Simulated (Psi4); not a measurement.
H3AlO3, triplet, at a GFN2-xTB geometry (such geometries of metal compounds can be far from the true shape) (a higher spin typed on purpose: for a closed-shell molecule this is an excited state). Base run: HF/6-311G** (Psi4).

Psi4 was given this input:
```
memory 2 GB

molecule mol {
0 3
  Al   -0.228420    0.051984   -0.198127
  O    -1.155948   -1.408739    0.091045
  H    -1.464830   -2.251303    0.420316
  O     0.317466    1.599563   -0.818330
  H     0.813111    2.399623   -0.985605
  O     1.068671   -0.243211    0.926947
  H     1.779664   -0.405021    1.543650
}

set basis 6-311g**
set reference uhf

energy('scf')
print_variables()
```

Each row names what was changed in the base input (with any setting that the change needs).

| change | E (Eh) | SCF-reference dipole (D) | SCF-reference <S^2> | core-seconds (rough) |
|---|---|---|---|---|
| base | -468.25764 | 6.92 | 2.011 | 4 |
| functional = b97m-v | -469.80127 | 2.74 | 2.005 | 100 |
| functional = m06-2x | -469.80577 | 3.46 | 2.015 | 20 |
| functional = b3lyp | -469.95380 | 2.90 | 2.007 | 20 |
| functional = tpss | -469.98108 | 2.74 | 2.005 | 30 |
| functional = pbe0-dh | -469.52868 | - | 2.016 | 10 |
| functional = dsd-pbep86 | -469.31637 | - | 2.011 | 10 |
| functional = pbe0 | -469.56622 | 3.11 | 2.009 | 20 |
| functional = wb97x-v | -469.77806 | 3.76 | 2.010 | 100 |
| functional = pbe | -469.57145 | 2.64 | 2.003 | 10 |
| functional = b2plyp | -469.66763 | - | 2.017 | 20 |
| functional = blyp | -469.92168 | 2.54 | 2.003 | 10 |
| functional = cam-b3lyp | -469.85026 | 3.39 | 2.010 | 20 |

Total energies compare only within one method and basis.

Open shells are given as the SCF converged; they aren't shown to be the lowest states, and a large step between rows can be another state.
